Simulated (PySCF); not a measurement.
**Sc⁺ (scandium, charge +1) across methods**

[Ar] 3d1 4p1, one real determinant (an excited configuration). Calculation: PySCF 2.14, in x2c-TZVPPall with one added diffuse shell each of s, p, d, f type (7s6p5d3f1g, 80 functions); the spin-free X2C one-electron Hamiltonian (Gaussian nucleus).

```tsv
method	E (hartree)	mean ε 3p β (eV)	mean ε 3d α (eV)	mean ε 4p α (eV)	Σ⟨r²⟩ (bohr²)	⟨S²⟩
PW91	-763.837	-41.201	-11.747	-7.567	34.96	2.000
LDA	-761.824	-41.215	-11.634	-7.523	34.85	2.000
PBE0	-763.635	-43.630	-13.305	-8.009	35.28	2.000
PBE	-763.596	-41.141	-11.674	-7.544	35.04	2.000
UHF	-762.95961	-49.933	-17.622	-9.021	36.93	2.001
MN15	-764.087	-44.708	-13.768	-7.854	35.38	2.000
r2SCAN0	-763.772	-44.150	-13.522	-7.965	35.40	2.001
r2SCAN	-763.778	-41.933	-11.928	-7.523	35.25	2.001
```

⟨L²⟩ = 8.02 against 12 for a pure F term, so this real determinant mixes terms.
